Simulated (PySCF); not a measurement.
C3H7BFN, SMILES FB1CCCN1.

Geometry: PBE0-D3(BJ)/def2-SVP. This is a generated structure with no PubChem entry under its InChIKey; it may be hypothetical. One conformer was computed; it need not be the lowest.

Method: PySCF with PBE0/def2-TZVP.

The molecule is in vacuum.

| Quantity | Value |
|---|---|
| total energy | -297.86796 hartree |
| highest occupied level | -7.40 eV |
| lowest empty level | 0.92 eV |
| orbital gap | 8.32 eV |
| dipole moment | 2.08 D |
| quadrupole, principal values (traceless, Buckingham form, about the centre of nuclear charge) | -5.84, 0.75, 5.10 D·Å |
| mean static polarisability | 53.6 bohr³ (7.95 Å³) |
| polarisability, principal values | 45.4, 55.0, 60.5 bohr³ |
